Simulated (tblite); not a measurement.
Species: C₂H₈GeOSi₂.
Bonds: C1–C2 (triple), C2–Ge3, Ge3–Si4, Si4–O5, O5–Si6. Hydrogens: H7 on C1; H8, H9 on Ge3; H10, H11 on Si4; H12, H13, H14 on Si6.

Computed with GFN2-xTB (tblite), gas phase: L-BFGS steps from a force-field or distance-geometry start until the largest atomic force falls under 0.01 eV/Å.

The end geometry, which sets the zero of energy:
```
atom  x, y, z in Å
C1      3.8304    1.4576    0.2059
C2      2.7576    0.9685    0.4474
Ge3     1.0504    0.1924    0.7642
Si4    -0.1644   -0.0149   -1.2221
O5     -1.6945   -0.4279   -0.8952
Si6    -2.8941   -0.7734    0.1403
H7      4.7733    1.8831    0.0068
H8      1.3855   -1.0839    1.5068
H9      0.4554    1.0611    1.8522
H10    -0.2486    1.2528   -1.9475
H11     0.3508   -1.0908   -2.0696
H12    -3.3963    0.4994    0.6553
H13    -2.3416   -1.5989    1.2158
H14    -3.8644   -1.4856   -0.6827
```

Question: These geometries come from the run, each turned onto the end geometry. Order them by energy, lowest first.
A.
```
atom  x, y, z in Å
C1      3.6680    1.3907    0.2871
C2      2.5987    0.9036    0.5462
Ge3     0.8609    0.1430    0.7307
Si4    -0.1811   -0.0251   -1.3694
O5     -1.6501   -0.6621   -1.0962
Si6    -2.6302   -0.7188    0.2001
H7      4.6143    1.8123    0.0910
H8      1.0991   -1.1259    1.5369
H9      0.1859    1.0129    1.7823
H10    -0.4237    1.2865   -1.9785
H11     0.4627   -0.9588   -2.2929
H12    -2.8773    0.6628    0.6035
H13    -1.9328   -1.4665    1.2418
H14    -3.7948   -1.4150   -0.3049
```
B.
```
atom  x, y, z in Å
C1      3.8404    1.4515    0.3096
C2      2.7520    0.9577    0.4502
Ge3     1.0270    0.1923    0.6795
Si4    -0.1929   -0.0297   -1.3030
O5     -1.7017   -0.4891   -0.9361
Si6    -2.8402   -0.7663    0.1867
H7      4.7935    1.8831    0.1904
H8      1.3224   -1.0777    1.4535
H9      0.3972    1.0795    1.7346
H10    -0.3237    1.2404   -2.0150
H11     0.3212   -1.0842   -2.1738
H12    -3.2811    0.5342    0.6922
H13    -2.2370   -1.5677    1.2541
H14    -3.8777   -1.4846   -0.5453
```
C.
```
atom  x, y, z in Å
C1      3.8343    1.4479    0.3131
C2      2.7436    0.9593    0.4559
Ge3     1.0216    0.1828    0.6773
Si4    -0.1794   -0.0297   -1.3153
O5     -1.6836   -0.4905   -0.9275
Si6    -2.8203   -0.7617    0.1990
H7      4.7861    1.8818    0.1877
H8      1.2865   -1.0874    1.4616
H9      0.3503    1.0675    1.7081
H10    -0.3242    1.2452   -2.0191
H11     0.3325   -1.0691   -2.2082
H12    -3.2510    0.5457    0.6936
H13    -2.2337   -1.5688    1.2716
H14    -3.8630   -1.4836   -0.5201
```
D.
```
atom  x, y, z in Å
C1      3.7450    1.4172    0.3047
C2      2.6667    0.9326    0.5253
Ge3     0.9379    0.1711    0.7003
Si4    -0.1712   -0.0315   -1.3417
O5     -1.6474   -0.6039   -0.9929
Si6    -2.7273   -0.7503    0.2109
H7      4.6902    1.8425    0.1270
H8      1.1711   -1.1244    1.4639
H9      0.2262    1.0560    1.7136
H10    -0.3389    1.2751   -1.9906
H11     0.3909   -1.0101   -2.2760
H12    -3.0447    0.5955    0.6886
H13    -2.0808   -1.4826    1.2990
H14    -3.8182   -1.4475   -0.4543
```
E.
```
atom  x, y, z in Å
C1      3.6332    1.3637    0.2716
C2      2.5428    0.8872    0.4490
Ge3     0.8103    0.1270    0.7671
Si4    -0.2235   -0.0575   -1.3160
O5     -1.7063   -0.7472   -1.2438
Si6    -2.5863   -0.7362    0.1349
H7      4.5719    1.8009    0.1175
H8      1.0800   -1.2215    1.4427
H9      0.1107    1.0971    1.7230
H10    -0.3479    1.2967   -1.8636
H11     0.6531   -0.8463   -2.1696
H12    -2.8331    0.6550    0.5574
H13    -1.8208   -1.4361    1.1967
H14    -3.8846   -1.3433   -0.0892
```

Answer: B (0.005 eV), C (0.009 eV), D (0.033 eV), A (0.077 eV), E (0.318 eV).

In the order of the answer:

```
step  E above end (eV)  largest force (eV/Å)  rms force component (eV/Å)  rms distance from end (Å)  rms bond change (Å)  bond most changed (Å)
  45             0.005                  0.06                       0.014                      0.109                0.001         Si4–H11 -0.002
  36             0.009                  0.05                       0.019                      0.125                0.001          Si4–O5 +0.002
  25             0.033                  0.13                       0.054                      0.211                0.004          Ge3–H9 +0.008
  14             0.077                  0.16                       0.059                      0.300                0.006         Ge3–Si4 +0.013
   2             0.318                  0.55                       0.218                      0.379                0.013         Si6–H13 +0.020
```

The cost below is that of the whole relaxation. Time: 0.98 s. Hardware: one thread of an Arm Neoverse N1 (shared host).
